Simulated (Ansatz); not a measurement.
Ansatz (a program for electronic structure) input (B3LYP-D3(BJ)/def2-TZVP):

Ansatz 0.2 input:
```yaml
crystal:
  periodic: [false, false, false]
  atoms:
    - {symbol: Ba, position_ang: [-0.01060137, 0.50276458, 0.12137069]}
    - {symbol: Cl, position_ang: [1.80171731, -0.38564381, -1.87680956]}
    - {symbol: Cl, position_ang: [-1.76679514, -1.27052188, 1.47700023]}
basis:
  gaussian:
    orbitals: def2-TZVP
hamiltonian:
  xc: b3lyp
  dispersion: d3bj
total_charge: -1
magnetization: {spin_polarized: true, initial_magnetization: 1}
phonons: {temperatures: {t_min: 298.15, t_max: 298.15, t_step: 100}}
```

Output:

```
Functional definition: B3LYP
integrals: 0.04 GiB planned
813 factors; their error is unknown
mean field: 0.51 GiB planned
mean field evaluation 1: about -25746.7190 eV, gradient 4.4e0 eV
mean field evaluation 2: about -25746.8120 eV, gradient 2.7e0 eV
mean field evaluation 4: about -25746.8446 eV, gradient 2.6e-1 eV
mean field evaluation 8: about -25746.9082 eV, gradient 6.3e-3 eV
mean field evaluation 16: about -25745.9559 eV, gradient 1.6e0 eV
mean field evaluation 32: about -25746.1223 eV, gradient 4.1e0 eV
mean field -25746.90824255 eV, -946.1814260325 hartree, gradient 4.4e-5 eV, S^2 0.750088; 5 other end points of the search recorded, 0 dependent functions left out
the calculation of the forces begins
reference -25746.90848516 eV, -946.1814349481 hartree; 23, 22 occupied and 91, 92 virtual orbitals, 813 factors
these checks for a lower state are left out or cut short: stability, starts, cluster_reference, orbital_swaps, neighbouring_geometries, increment
integrals: 0.04 GiB planned
813 factors; their error is unknown
mean field: 0.51 GiB planned
mean field -25746.90822590 eV, -946.1814254205 hartree, gradient 2.0e-6 eV, S^2 0.750088; 0 other end points of the search recorded, 0 dependent functions left out
the calculation of the forces begins
reference -25746.90846848 eV, -946.1814343353 hartree; 23, 22 occupied and 91, 92 virtual orbitals, 813 factors
these checks for a lower state are left out or cut short: stability, starts, cluster_reference, orbital_swaps, neighbouring_geometries, increment
integrals: 0.04 GiB planned
813 factors; their error is unknown
mean field: 0.51 GiB planned
mean field -25746.90823824 eV, -946.1814258741 hartree, gradient 2.0e-6 eV, S^2 0.750088; 0 other end points of the search recorded, 0 dependent functions left out
the calculation of the forces begins
reference -25746.90848087 eV, -946.1814347906 hartree; 23, 22 occupied and 91, 92 virtual orbitals, 813 factors
these checks for a lower state are left out or cut short: stability, starts, cluster_reference, orbital_swaps, neighbouring_geometries, increment
integrals: 0.04 GiB planned
813 factors; their error is unknown
mean field: 0.51 GiB planned
mean field -25746.90825710 eV, -946.1814265674 hartree, gradient 2.0e-6 eV, S^2 0.750088; 0 other end points of the search recorded, 0 dependent functions left out
the calculation of the forces begins
reference -25746.90849973 eV, -946.1814354836 hartree; 23, 22 occupied and 91, 92 virtual orbitals, 813 factors
these checks for a lower state are left out or cut short: stability, starts, cluster_reference, orbital_swaps, neighbouring_geometries, increment
integrals: 0.04 GiB planned
813 factors; their error is unknown
mean field: 0.51 GiB planned
mean field evaluation 64: about -25746.9082 eV, gradient 1.7e-6 eV
mean field -25746.90820021 eV, -946.1814244765 hartree, gradient 2.0e-6 eV, S^2 0.750088; 0 other end points of the search recorded, 0 dependent functions left out
the calculation of the forces begins
reference -25746.90844280 eV, -946.1814333916 hartree; 23, 22 occupied and 91, 92 virtual orbitals, 813 factors
these checks for a lower state are left out or cut short: stability, starts, cluster_reference, orbital_swaps, neighbouring_geometries, increment
integrals: 0.04 GiB planned
813 factors; their error is unknown
mean field: 0.51 GiB planned
mean field -25746.90824138 eV, -946.1814259897 hartree, gradient 1.6e-6 eV, S^2 0.750088; 0 other end points of the search recorded, 0 dependent functions left out
the calculation of the forces begins
reference -25746.90848398 eV, -946.1814349049 hartree; 23, 22 occupied and 91, 92 virtual orbitals, 813 factors
these checks for a lower state are left out or cut short: stability, starts, cluster_reference, orbital_swaps, neighbouring_geometries, increment
integrals: 0.04 GiB planned
813 factors; their error is unknown
mean field: 0.51 GiB planned
mean field -25746.90824169 eV, -946.1814260008 hartree, gradient 2.3e-6 eV, S^2 0.750088; 0 other end points of the search recorded, 0 dependent functions left out
the calculation of the forces begins
reference -25746.90848431 eV, -946.1814349169 hartree; 23, 22 occupied and 91, 92 virtual orbitals, 813 factors
Total energy: -25747.03837608 eV, -946.1862083514 hartree
Atom 0 at    -0.010601     0.502765     0.121371 Å, force    -0.000016     0.000776     0.000187 eV/Å
Atom 1 at     1.801717    -0.385644    -1.876810 Å, force     0.000286    -0.000319    -0.000355 eV/Å
Atom 2 at    -1.766795    -1.270522     1.477000 Å, force    -0.000270    -0.000457     0.000168 eV/Å
Dipole moment:    -0.001680     0.079680     0.019235 e Å
Vibrations: 47.22 218.86 219.24 cm⁻¹, zero-point energy 0.030086 eV
```
